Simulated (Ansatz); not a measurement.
Complex (SMILES): Cl (HCl) with N#N (N2), atoms 1 to 2 the first; geometry from B3LYP-D3(BJ)/def2-TZVP, monomers rigid:
```xyz
4

Cl     1.0940     0.2553     0.1057
H     -0.1754     0.0770     0.1766
N     -3.5503    -0.4010     0.3596
N     -2.4723    -0.2486     0.3008
```

Basis-set convergence of the uncorrected interaction energy at PBE with Ansatz (a quantum-chemistry and plane-wave program). All functions are spherical. The program fits the integrals of some runs and decomposes those of others, by size. No added dispersion term, no relativity. Functions are those of the species that has most. Reference: the counterpoise-corrected one, the value in aug-pcseg-3, -1.21 kcal/mol. Deviations are taken from unrounded values.

| basis | functions | uncorrected interaction energy (kcal/mol) | minus reference (kcal/mol) |
|---|---|---|---|
| cc-pV(D+d)Z | 56 | -2.59 | -1.38 |
| aug-pcseg-1 | 82 | -1.50 | -0.29 |
| aug-cc-pV(D+d)Z | 87 | -1.50 | -0.29 |
| cc-pV(T+d)Z | 113 | -1.64 | -0.43 |
| jun-cc-pV(T+d)Z | 140 | -1.27 | -0.06 |
| aug-pcseg-2 | 165 | -1.33 | -0.12 |
| aug-cc-pV(T+d)Z | 170 | -1.29 | -0.08 |
| cc-pV(Q+d)Z | 204 | -1.53 | -0.32 |
| aug-cc-pV(Q+d)Z | 295 | -1.28 | -0.07 |
| aug-pcseg-3 | 308 | -1.22 | -0.01 |
| cc-pV(5+d)Z | 337 | -1.39 | -0.18 |

The smallest set listed that lies within 0.5 kcal/mol of the reference with all its larger relatives (same family, alike in diffuse functions; a set with none counts only in the reference's own line) is aug-pcseg-1 (82 functions, -0.29 kcal/mol off).
